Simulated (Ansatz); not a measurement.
Geometry optimisation, Ansatz, RKS LDA/def2-SVP.

Input:

```yaml
crystal:
  periodic: [false, false, false]
  atoms:
    - { symbol: Ge, position_ang: [-0.157338, -0.065582, -0.935136] }
    - { symbol: C, position_ang: [1.474691, 0.037931, 1.751593] }
    - { symbol: H, position_ang: [0.376816, -0.11679, 1.604484] }
    - { symbol: H, position_ang: [1.887569, -0.849007, 2.268564] }
    - { symbol: H, position_ang: [1.621069, 0.960771, 2.343973] }
    - { symbol: H, position_ang: [1.989366, 0.152228, 0.772303] }
    - { symbol: H, position_ang: [-1.004066, 1.076358, -0.18696] }
    - { symbol: H, position_ang: [-0.975607, -1.19591, -0.137621] }
basis:
  gaussian: { orbitals: def2-SVP }
hamiltonian:
  xc: lda
relax:
  f_tol: 0.03
  max_steps: 50
output:
  orbitals: {}
```

Run as:

```bash
$ ansatz run input.yaml --threads 1 --pin off --max-ram 2048MiB --backend cpu --events-out ev --progress --plain --runs-dir out
```

Question: Where does it end, and by what steps?

Answer: It converged. After 18 steps the energy has fallen by 0.162 eV; H7 moved furthest, 0.56 Å.

```json
{"step": "0", "energy less start (eV)": "0.0000", "largest force component (eV/Å)": "0.328", "accepted": "yes"}
{"step": "1", "energy less start (eV)": "-0.0990", "largest force component (eV/Å)": "0.220", "accepted": "yes"}
{"step": "2", "energy less start (eV)": "-0.1252", "largest force component (eV/Å)": "0.252", "accepted": "yes"}
{"step": "3", "energy less start (eV)": "-0.1319", "largest force component (eV/Å)": "0.179", "accepted": "yes"}
{"step": "4", "energy less start (eV)": "-0.1366", "largest force component (eV/Å)": "0.049", "accepted": "yes"}
{"step": "5", "energy less start (eV)": "-0.1383", "largest force component (eV/Å)": "0.108", "accepted": "yes"}
{"step": "6", "energy less start (eV)": "-0.1366", "largest force component (eV/Å)": "0.380", "accepted": "no"}
{"step": "7", "energy less start (eV)": "-0.1435", "largest force component (eV/Å)": "0.037", "accepted": "yes"}
{"step": "8", "energy less start (eV)": "-0.1468", "largest force component (eV/Å)": "0.137", "accepted": "yes"}
{"step": "9", "energy less start (eV)": "-0.1489", "largest force component (eV/Å)": "0.111", "accepted": "yes"}
{"step": "10", "energy less start (eV)": "-0.1527", "largest force component (eV/Å)": "0.166", "accepted": "yes"}
{"step": "11", "energy less start (eV)": "-0.1523", "largest force component (eV/Å)": "0.196", "accepted": "no"}
{"step": "12", "energy less start (eV)": "-0.1557", "largest force component (eV/Å)": "0.106", "accepted": "yes"}
{"step": "13", "energy less start (eV)": "-0.1515", "largest force component (eV/Å)": "0.204", "accepted": "no"}
{"step": "14", "energy less start (eV)": "-0.1586", "largest force component (eV/Å)": "0.042", "accepted": "yes"}
{"step": "15", "energy less start (eV)": "-0.1602", "largest force component (eV/Å)": "0.038", "accepted": "yes"}
{"step": "16", "energy less start (eV)": "-0.1611", "largest force component (eV/Å)": "0.093", "accepted": "yes"}
{"step": "17", "energy less start (eV)": "-0.1618", "largest force component (eV/Å)": "0.033", "accepted": "yes"}
{"step": "18", "energy less start (eV)": "-0.1621", "largest force component (eV/Å)": "0.015", "accepted": "yes"}
```

```xyz
8
Properties=species:S:1:pos:R:3
Ge 0.055 -0.391 -0.600
C 1.375 0.041 1.612
H 0.313 -0.311 1.441
H 2.010 -0.835 1.838
H 1.277 0.708 2.493
H 1.827 0.630 0.789
H -0.486 1.105 -0.389
H -1.160 -0.947 0.297
```

Whether the end is a true minimum wasn't checked by a vibrational analysis.

Run time: 23 s on 1 thread of Arm Neoverse V1, with other jobs on the host, peak memory 0.13 GiB.
